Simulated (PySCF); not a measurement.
H3NZn, singlet, at a GFN2-xTB geometry (such geometries of metal compounds can be far from the true shape). Base run: HF/def2-SVP in PySCF.

The PySCF input:
```python
from pyscf import gto, scf, solvent

mol = gto.M(
    atom='''
Zn   -0.19755425   -0.03255506   -0.34431792
H    -1.14771805   -0.19598852   -1.46956082
N     0.69019226    0.11354142    1.21809065
H     1.26971952   -0.60242036    1.62601142
H     0.97328025    0.98027079    1.64645250
''',
    basis='def2-svp',
    verbose=3,
)

mf = scf.RHF(mol)
mf.kernel()
```

Variants of this job, named by their change:

```
change                                                  ΔE vs base (kcal/mol)  dipole (D)  HOMO-LUMO gap (eV)
------------------------------------------------------  ---------------------  ----------  ------------------
base                                                                    0.000        1.05               12.41
model = IEF-PCM; solvent = methanol                                    -14.58        1.42               12.76
model = IEF-PCM; solvent = toluene                                      -6.86        1.22               12.57
model = IEF-PCM; solvent = toluene; vdw_scale = 1.1                    -10.57        1.25               12.63
model = IEF-PCM; solvent = toluene; vdw_scale = 1.0                    -16.85        1.30               12.69
model = IEF-PCM; solvent = toluene; vdw_scale = 1.4                     -3.16        1.17               12.51
model = COSMO; solvent = toluene                                        -6.72        1.21               12.58
model = IEF-PCM; solvent = toluene; r_probe = 0.5                       -1.84        1.14               12.49
model = SS(V)PE; solvent = toluene                                      -6.84        1.22               12.57
model = IEF-PCM; solvent = toluene; lebedev_order = 41                  -6.88        1.22               12.58
model = C-PCM; solvent = toluene                                        -8.27        1.25               12.61
model = ddCOSMO; solvent = toluene                                      -9.66        1.24               12.58
```

The base is the gas phase, so ΔE is the electrostatic part of solvation at a fixed geometry, without cavity and dispersion terms.
